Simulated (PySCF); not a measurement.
Isomers of C3H5Cl. All species are isolated molecules in the gas phase. Strings in code marks are SMILES.

Computed with PBE-D3(BJ)/def2-TZVP // PBE0-D3(BJ)/def2-TZVP in PySCF. Excitations are Tamm–Dancoff values on a coarser integration grid. The basis has no diffuse functions, so Rydberg states are missing or too high.

```tsv
species	S1 excitation (TDA) (eV)	brightest of the four lowest singlets (TDA) (eV)	S1–T1 gap (TDA) (eV)
`C(=C)(Cl)C`	6.36	6.69	2.10
`ClC1CC1`	6.58	–	0.69
`C/C=C/Cl`	6.24	6.65	2.07
`C(=C/C)/Cl`	6.45	6.79	2.19
```
